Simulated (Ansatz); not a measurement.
Geometry optimisation, RKS B3LYP-D4/STO-3G (Ansatz).

Input file:

```yaml
crystal:
  periodic: [false, false, false]
  atoms:
    - { symbol: B, position_ang: [0.0, 0.0, 0.0] }
    - { symbol: Cl, position_ang: [0.0, 0.0, 1.86] }
    - { symbol: Cl, position_ang: [1.6108, 0.0, -0.93] }
    - { symbol: "N", position_ang: [-1.3423, 0.0, -0.775] }
    - { symbol: H, position_ang: [-2.0112, -0.8164, -0.6764] }
    - { symbol: H, position_ang: [-1.5914, 0.8164, -1.4036] }
basis:
  gaussian: { orbitals: STO-3G }
hamiltonian:
  xc: b3lyp
  dispersion: d4
relax:
  f_tol: 0.02
  max_steps: 40
output:
  orbitals: {}
```

Run as:

```bash
$ ansatz run input.yaml --threads 1 --pin off --max-ram 2048MiB --backend cpu --events-out ev --progress --plain --runs-dir out
```

**Question.** Where does it end, and by what steps?

**Answer.** It converged. Limits of this set-up: minimal basis. After 6 steps the energy has fallen by 1.520 eV; H5 moved furthest, 0.73 Å.

| step | energy less start (eV) | largest force component (eV/Å) | accepted |
| --- | --- | --- | --- |
| 0 | 0.0000 | 3.579 | yes |
| 1 | -0.8071 | 1.268 | yes |
| 2 | -1.2252 | 0.719 | yes |
| 3 | -1.4430 | 0.634 | yes |
| 4 | -1.5125 | 0.845 | yes |
| 5 | -1.5197 | 0.045 | yes |
| 6 | -1.5198 | 0.010 | yes |

```xyz
6
Properties=species:S:1:pos:R:3
B -0.048 0.000 -0.028
Cl -0.031 -0.414 1.722
Cl 1.476 0.414 -0.888
N -1.249 0.000 -0.721
H -2.161 -0.230 -0.277
H -1.320 0.230 -1.733
```

Whether the end is a true minimum wasn't checked by a vibrational analysis.

Run time: 10 s on 1 thread of Arm Neoverse V2, with other jobs on the host, peak memory 0.12 GiB.
